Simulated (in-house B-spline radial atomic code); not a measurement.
Atomic self-consistent-field run: Ru II (Ru+) (with a hole in an inner shell). Method: Dirac-Hartree-Fock, average of the jj configuration, Fermi nucleus of rms radius 4.4809 fm. Calculated with a radial B-spline atomic code at the basis-set limit.

In the input, a minus or plus after the letter marks the j = l - 1/2 or j = l + 1/2 subshell.

Command:
```bash
python run_scf.py task.json out
```
Settings (nuclear radius in fm, mass in u):
```
Z                44
configuration    1s2 2s2 2p-1 2p+4 3s2 3p6 3d10 4s2 4p6 4d7 5s1
hamiltonian      dirac
method           hf
spin_polarised   False
nucleus          fermi
rms_radius       4.4809
atomic_mass      101.90434
speed_of_light   137.035999084
```

Output (hartree, bohr):
```
 radial grid: 81 intervals, B-splines of order 8, outer radius 60 bohr

 iter        energy (Eh)    residual
    1       -4407.224980    7.42e-01
    2       -4414.498357    4.05e-01
    3       -4419.284940    7.81e-02
    4       -4419.637762    1.58e-02
    5       -4419.655512    1.29e-02
    6       -4419.661769    1.55e-03
    7       -4419.661791    4.91e-04
    8       -4419.661798    8.54e-06
    9       -4419.661798    3.98e-06
   10       -4419.661798    3.49e-07

 total energy                     -4419.66180
 kinetic                            4594.6394
 electron-nucleus                 -10655.0397
 electron-electron                  1640.7384

 first-order corrections (not in the total)
   Gaunt                             2.9071
   retardation                      -0.2879
   frequency dependence             -0.0217
   self-energy                       2.1382
   Uehling                          -0.2523
   Wichmann-Kroll                    0.0041
   recoil                            0.0172

 orbital      occ     eigenvalue          <r>       <r^2>       <1/r>     <1/r^2>     <1/r^3>       r_max    small
 1s1/2      2.000      -824.2670    0.0333983  0.00150585     45.9044     4470.75           -     0.02171  2.59e-02
 2s1/2      2.000      -124.0147     0.144097   0.0245339     10.5939     502.801           -      0.1222  5.44e-03
 2p1/2      1.000      -115.6801     0.123439   0.0187789     10.5009      161.06           -     0.09506  5.39e-03
 2p3/2      4.000      -110.4085     0.127163   0.0197117     10.0016     136.106      2853.1     0.09878  5.25e-03
 3s1/2      2.000       -23.9790     0.393439    0.177169     3.71595     96.2047           -      0.3558  1.53e-03
 3p1/2      2.000       -20.2093     0.385683     0.17327     3.64864     31.6425           -      0.3434  1.51e-03
 3p3/2      4.000       -19.4273     0.395127    0.181289     3.48899     26.0827     510.843      0.3509  1.43e-03
 3d3/2      4.000       -12.8350     0.368766    0.162144     3.31435     13.8902     77.5798      0.2919  1.31e-03
 3d5/2      6.000       -12.7483      0.37049     0.16355     3.29394     13.6674     74.6789      0.2932  1.31e-03
 4s1/2      2.000        -4.0730     0.996278     1.12295     1.36886     16.7731           -      0.8932  3.52e-04
 4p1/2      2.000        -2.8236      1.07491      1.3216     1.25655     5.13092           -      0.9397  3.07e-04
 4p3/2      4.000        -2.6964      1.09889     1.38114     1.21796     4.30271     75.0891      0.9595  2.93e-04
 4d3/2      2.800        -0.8659      1.44276     2.49183    0.920558     1.59678      6.9138       1.126  1.79e-04
 4d5/2      4.200        -0.8578      1.45223     2.52487    0.913648      1.5637     6.58267       1.132  1.77e-04
 5s1/2      1.000        -0.5244      3.04349     10.4908    0.414303     1.51147           -       2.599  3.84e-05
```

Run time, properties included: 1.5 s on 1 thread of Arm Neoverse V1, with other jobs on the host.

For the Dirac Hamiltonian the kinetic term is c α·p + (β - 1)c².
